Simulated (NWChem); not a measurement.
# MgCl2; SMILES [Cl][Mg][Cl]

Program: NWChem. The geometry was optimised at PBE0/def2-SVP. Total energies compare along this basis series because the functional is fixed.

```json
[
 {"level": "Hartree-Fock/STO-3G", "basis functions": "27", "energy (Ha)": "-1106.5003", "highest occupied level (eV)": "-9.32", "orbital gap (eV)": "16.25"},
 {"level": "Hartree-Fock/def2-SVP", "basis functions": "54", "energy (Ha)": "-1118.4171", "highest occupied level (eV)": "-12.14", "orbital gap (eV)": "12.62"},
 {"level": "Hartree-Fock/def2-SVPD", "basis functions": "75", "energy (Ha)": "-1118.4297", "highest occupied level (eV)": "-12.28", "orbital gap (eV)": "12.54"},
 {"level": "Hartree-Fock/def2-TZVP", "basis functions": "106", "energy (Ha)": "-1118.7999", "highest occupied level (eV)": "-12.24", "orbital gap (eV)": "12.70"},
 {"level": "Hartree-Fock/def2-TZVPD", "basis functions": "127", "energy (Ha)": "-1118.8010", "highest occupied level (eV)": "-12.25", "orbital gap (eV)": "12.52"},
 {"level": "Hartree-Fock/def2-TZVPP", "basis functions": "116", "energy (Ha)": "-1118.8000", "highest occupied level (eV)": "-12.24", "orbital gap (eV)": "12.70"},
 {"level": "Hartree-Fock/def2-QZVP", "basis functions": "191", "energy (Ha)": "-1118.8351", "highest occupied level (eV)": "-12.23", "orbital gap (eV)": "12.53"}
]
```
